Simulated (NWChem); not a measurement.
# CH3Cl2FSn; SMILES [CH3][Sn]([F])([Cl])[Cl]

Results from NWChem. Structure relaxed at the PBE0/def2-SVP level. No frequency run checked for a minimum. def2 effective core potentials on Sn; no spin-orbit coupling. Level r2SCAN/def2-SVP: energy and gradient on several grids; changes count from the extra-fine grid, which is no exact limit either.

```csv
grid,size of the energy change (μHa),largest change of a gradient component (μHa/bohr),"time, medium = 1 (rough)"
xcoarse,5000,10000,about 1
coarse,300,1000,about 1
medium,200,200,about 1
fine,10,60,about 1
xfine,< 10,< 30,2
```
